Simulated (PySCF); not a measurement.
SMILES CC(C)(C)/C=C\SC (GFN2-xTB optimised geometry):

```
22

C      3.166    -1.238     0.000
S      1.349    -1.238     0.000
C      1.063     0.500     0.000
C     -0.106     1.128    -0.004
C     -1.489     0.523    -0.010
C     -1.689    -0.338     1.242
C     -1.679    -0.340    -1.263
C     -2.524     1.651    -0.015
H      3.531    -0.737    -0.893
H      3.531    -0.746     0.897
H      3.477    -2.277    -0.005
H      1.986     1.059     0.004
H     -0.070     2.210    -0.003
H     -0.976    -1.158     1.258
H     -1.550     0.259     2.141
H     -2.694    -0.755     1.254
H     -1.528     0.256    -2.160
H     -2.685    -0.752    -1.284
H     -0.969    -1.162    -1.269
H     -2.414     2.277     0.869
H     -2.408     2.275    -0.898
H     -3.531     1.240    -0.018
```

Computed with PBE0/def2-SVP in PySCF.

### Question
What are the frontier orbital energies and the dipole moment?

### Answer
HOMO-2 -8.46 eV, HOMO-1 -8.40 eV, HOMO -5.88 eV, LUMO 0.51 eV, LUMO+1 1.19 eV; dipole moment 1.50 D.

Meta-Löwdin charges at PBE0/def2-SVP: C1 -0.35, S2 0.07, C3 -0.20, C4 -0.13, C5 0.06, C6 -0.30, C7 -0.30, C8 -0.30, H9 0.12, H10 0.12, H11 0.13, H12 0.11, H13 0.10, H14 0.10, H15 0.10, H16 0.09, H17 0.10, H18 0.09, H19 0.10, H20 0.09, H21 0.09, H22 0.10.
